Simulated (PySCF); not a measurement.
Field gradients at the hydrogen positions

Species: C5H15OPSSi.
Structure used (GFN2-xTB), in Å, numbered top down from 1:
```
atom  x, y, z in Å
C1    -2.3190   -0.6956   -0.6353
C2    -0.8721   -0.9129   -0.2118
C3    -0.7650   -1.9910    0.8588
P4    -0.2176    0.6773    0.5072
S5    -1.2554    1.4035    1.9814
C6    -0.1715    1.9040   -0.8993
O7     0.3890    3.0857   -0.4070
C8     1.5514    0.4214    0.8999
Si9    2.6677   -0.4116   -0.4026
H10   -2.3878    0.0093   -1.4622
H11   -2.8938   -0.3033    0.2038
H12   -2.7669   -1.6362   -0.9504
H13   -0.2563   -1.1736   -1.0798
H14   -1.2188   -2.9187    0.5142
H15   -1.2862   -1.6663    1.7595
H16    0.2745   -2.1913    1.1140
H17    0.4624    1.5560   -1.7171
H18   -1.1931    2.0682   -1.2739
H19   -0.1181    3.3513    0.3776
H20    1.5722   -0.1250    1.8464
H21    1.9223    1.4294    1.1127
H22    2.6262    0.3353   -1.6583
H23    4.0153   -0.4056    0.1614
H24    2.2292   -1.7904   -0.6318
```

Level: PBE0/pcSseg-1 (PySCF, non-relativistic); Q(2H) = 0.00286 b; rigid geometry, the same for H and D, with no vibrational averaging.

**Question.** Rank these positions by the coupling χzz of a deuteron there, largest first.
A. H20 (methylene hydrogen)
B. H24 (Si–H hydrogen)
C. H17 (methylene hydrogen)
D. H12 (methyl hydrogen)
E. H18 (methylene hydrogen)
F. H19 (hydroxyl hydrogen)

**Answer.** F (285 kHz), D (211 kHz), A (207 kHz), C (200 kHz), E (190 kHz), B (108 kHz).

**Question.** Tabulate Vzz, the asymmetry η and χzz = 234.96 MHz × Q × Vzz for every hydrogen position.

**Answer.** 
```tsv
atom	bonded to	bond length (Å)	Vzz (au)	η	χzz (kHz)
H10	C1	1.089	0.3131	0.04	210
H11	C1	1.090	0.3005	0.03	202
H12	C1	1.088	0.3140	0.03	211
H13	C2	1.096	0.2973	0.01	200
H14	C3	1.089	0.3135	0.03	211
H15	C3	1.090	0.3016	0.02	203
H16	C3	1.089	0.3123	0.04	210
H17	C6	1.092	0.2983	0.05	200
H18	C6	1.100	0.2831	0.07	190
H19	O7	0.971	0.4241	0.16	285
H20	C8	1.093	0.3078	0.03	207
H21	C8	1.095	0.3013	0.03	202
H22	Si9	1.462	0.1637	0.03	110
H23	Si9	1.461	0.1642	0.01	110
H24	Si9	1.465	0.1612	0.02	108
```

**Question.** Average by the element that carries the hydrogen.

**Answer.** on C: 204 kHz over 11 positions, mean bond length 1.092 Å; on O: 285 kHz over 1 position, mean bond length 0.971 Å; on Si: 110 kHz over 3 positions, mean bond length 1.462 Å.

**Question.** How does χzz go with the bond length over the 11 C–H bonds?

**Answer.** A straight-line fit has a slope of -14.6 kHz for each 0.01 Å, with a correlation coefficient of -0.87, over lengths from 1.088 to 1.100 Å. The longer bonds have the smaller couplings here.

Isolated species at its GFN2-xTB geometry (one conformer only). GFN2-xTB bond lengths can be off by several hundredths of an ångström, more for odd bonds, and the gradients follow them. With so small a basis the couplings can be 20 % off.

These values come from a run that also computed NMR shieldings. Hardware: one thread, Intel Xeon Platinum 8259CL at 2.50 GHz (x86_64), shared host. Cost: 89 s of wall time, 1.2 GiB resident at most.
